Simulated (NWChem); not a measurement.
C3H5NO2; SMILES C1=NCOCO1

```xyz
11

C      0.9891    -0.8957    -0.0857
N      1.3643     0.3003     0.0793
C      0.3594     1.3154     0.1045
O     -0.9145     0.8752    -0.3275
C     -1.2201    -0.3457     0.2285
O     -0.2802    -1.3383    -0.1477
H      1.7093    -1.7167    -0.1918
H      0.6434     2.1273    -0.5821
H      0.2984     1.7439     1.1256
H     -2.1985    -0.6710    -0.1469
H     -1.2343    -0.2982     1.3374
```
Atoms are numbered in this order, from 1.

Level: PBE0/def2-SVP (NWChem), optimised geometry, unscaled harmonic frequencies. 

List the harmonic frequencies with IR intensities, and the thermochemistry.


| frequency (cm⁻¹) | IR intensity (km/mol) |
|---|---|
| 191 | 5.5 |
| 326 | 4.2 |
| 489 | 20.5 |
| 573 | 9.0 |
| 604 | 16.2 |
| 888 | 8.6 |
| 963 | 3.2 |
| 992 | 46.5 |
| 1013 | 31.7 |
| 1043 | 22.1 |
| 1073 | 4.5 |
| 1127 | 57.7 |
| 1181 | 18.9 |
| 1257 | 69.3 |
| 1274 | 269.3 |
| 1321 | 3.6 |
| 1387 | 20.3 |
| 1405 | 35.8 |
| 1448 | 8.0 |
| 1470 | 2.5 |
| 1503 | 4.5 |
| 1795 | 228.1 |
| 3000 | 52.0 |
| 3013 | 72.4 |
| 3129 | 17.9 |
| 3175 | 19.8 |
| 3194 | 14.1 |

- zero-point energy: 55.5 kcal/mol
- thermal correction to the enthalpy at 298.15 K (with zero-point energy): 59.0 kcal/mol
- heat capacity Cv: 16.6 cal/(mol K)
- entropy at 298.15 K and 1 atm (symmetry number 1): 70.9 cal/(mol K)
- dipole moment: 1.43 D

Rigid rotor and harmonic oscillator.
